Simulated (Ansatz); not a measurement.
Coupled-cluster diagnostics for [SiI3]- (SiI₃⁻), Ansatz.

Geometry of the singlet (r2SCAN-D4/def2-SVPD):

```xyz
4

Si   -0.0174    0.9289    0.0638
I    -2.2749   -0.3154   -0.5482
I     0.6919   -0.4505    2.2102
I     1.6004   -0.1630   -1.7258
```

In the def2 sets I takes a core potential; there is no spin–orbit coupling. Correlated methods freeze 17 core orbitals; core or outer-core shells of I are correlated, in sets that lack core-valence functions.

Problem. Estimate the CCSD(T) correlation energy, the shares of MP2 and (T), T1 and the reference's ⟨S²⟩ for: charge -1, singlet, own geometry in def2-SVPD; charge 0, doublet, vertical in def2-SVPD; and the rough time on 2 threads of Arm Neoverse V1 on a shared host.

Solution. 
```csv
state,basis,correlation (eV),MP2 share (%),(T) share (%),T1,⟨S²⟩ (pure),wall time
"charge -1, singlet, own geometry",def2-SVPD,-14.217,91.4,3.6,0.010,0.00 (0.00),56 s
"charge 0, doublet, vertical",def2-SVPD,-13.698,90.5,3.8,0.016,0.79 (0.75),4.1 min
```
Customary marks for T1 are 0.02 (closed shells), 0.045 (open shells) and about 0.05 (3d metals). T1 stays under 0.02 throughout.
